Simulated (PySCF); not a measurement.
PBE on K (potassium, neutral), [Ar] 3d1, 2D determinant (an excited configuration). Computed with PySCF 2.14 in def2-TZVPPD (6s5p3d, 36 functions), with the non-relativistic Hamiltonian (point nucleus).

```
cycle= 1 E= -599.58225543742  delta_E= -0.00324  |g|= 0.0147  |ddm|= 0.106
cycle= 2 E= -599.582308283104  delta_E= -5.28e-05  |g|= 0.011  |ddm|= 0.0318
cycle= 3 E= -599.582364825011  delta_E= -5.65e-05  |g|= 0.000201  |ddm|= 0.0141
cycle= 4 E= -599.582364832175  delta_E= -7.16e-09  |g|= 8.06e-06  |ddm|= 0.000214
cycle= 5 E= -599.582364832224  delta_E= -4.92e-11  |g|= 3.96e-07  |ddm|= 1.52e-05
converged SCF energy = -599.582364832224  <S^2> = 0.75003366  2S+1 = 2.0000337
```

Highest occupied orbital energy: 0.324 eV; ⟨L²⟩ = 6.00; populations by l: s 6.00, p 12.00, d 1.00.

Task: Can this result be used?

Result: Not for this state. Self-consistency was reached. At PBE the highest occupied level has a positive energy, so only the finite basis holds that electron; for this excited configuration the basis is too tight for the outer shell.
